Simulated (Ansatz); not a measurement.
Two isomers of CH9NOSi2: A = `CO[SiH2][SiH2]N`, B = `C[SiH](N)O[SiH3]`.

Isolated molecules relaxed with PBE0-D4/def2-TZVP in Ansatz; ΔE leaves out vibrations. CCSD(T)/CBS adds triple-zeta CCSD(T) − MP2 to the extrapolated MP2 energy (def2 sets, frozen cores). DFT in def2-TZVPP. B3LYP here is the variant with VWN-RPA as its local correlation; programs differ in this. Each species was taken in one conformer, which may not be the lowest.

(1) Which is lower in electronic energy at CCSD(T)/CBS, and by how much? (Estimate.)

(2) Give E(B) − E(A) in kcal/mol with CCSD(T)/def2-TZVPP, PBE0-D4, CCSD/def2-TZVPP, B3LYP-D4, r2SCAN-D4, PBE-D4, B2PLYP. (Best estimate.)

Largest T1 diagnostic: 0.011.

## Answers

(1) The calculation gave: B, by 59.1 kcal/mol.

(2) Ansatz gave: CCSD(T)/def2-TZVPP -58.3, PBE0-D4 -54.3, CCSD/def2-TZVPP -59.0, B3LYP-D4 -56.7, r2SCAN-D4 -57.7, PBE-D4 -51.5, B2PLYP -58.7. None reverses the order clearly.

From PBE to PBE0 (25 % exact exchange), in def2-TZVPP and without D4, E(B) − E(A) moves by −2.9 kcal/mol.
